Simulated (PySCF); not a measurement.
**Dipole moment and polarisability of `N#CC1=N[Si@H](C(F)(F)F)C1`**

C₄H₃F₃N₂Si.
Geometry (GFN2-xTB, Å), atoms numbered from 1 in this order:
```xyz
13
C4H3F3N2Si angstrom
N     -3.4920    1.1811   -1.5263
C     -2.5057    0.9802   -0.9786
C     -1.3202    0.6678   -0.2790
N     -0.3194    1.4661   -0.1140
Si     0.6095    0.2738    0.8244
C      2.1399   -0.3966   -0.1671
F      3.0920    0.5311   -0.3449
F      1.8120   -0.8580   -1.3871
F      2.7329   -1.4229    0.4759
C     -1.0327   -0.6461    0.3933
H      1.0195    0.5831    2.1784
H     -1.0189   -1.4884   -0.2962
H     -1.7213   -0.8708    1.2035
```

Level: PBE0/def2-SVPD (PySCF), static field, nuclei fixed, core orbitals frozen in the response. The polarisability tensor in these axes (au):

```
x   108.20  -4.51  16.95
y    -4.51  69.28  -3.33
z    16.95  -3.33  72.37
```

Question: Give the principal values, the mean and the anisotropy Δα = √{½[(α1 − α2)² + (α2 − α3)² + (α1 − α3)²]}.

Answer: Principal values 65.07, 69.20 and 115.58 au; mean 83.28 au = 12.34 Å³ = 13.73 × 10⁻⁴⁰ C²·m²/J; Δα = 48.58 au (58 % of the mean).

Question: What is the dipole moment, and where does it point?

Answer: (0.53, -1.98, 3.33) D, 3.91 D in size, pointing from the negative to the positive side. Measured along this direction, the outermost atoms are N1 at the negative end and H11 at the positive end.

Question: Estimate the molar refractivity from the static electronic polarisability.

Answer: Lorentz–Lorenz: R = (4π/3)N_A α = 2.5225 cm³/(mol·Å³) × 12.34 Å³ = 31.1 cm³/mol, in the limit of long wavelengths.

Question: Rayleigh depolarisation ratio (linearly polarised light, static tensor)?

Answer: ρ = 3Δα²/(45ᾱ² + 4Δα²) = 7079.9/(312130 + 9439.8) = 0.022.

Question: Refractivity n − 1 of an ideal gas of it at 298.15 K and 1 atm, from the electronic α?

Answer: N = p/kT = 2.4615 × 10¹⁹ cm⁻³, so n − 1 = 2π × N × 12.34 × 10⁻²⁴ cm³ = 1909 × 10⁻⁶ at long wavelengths, for an ideal gas.

Isolated species at its GFN2-xTB geometry, gas phase.
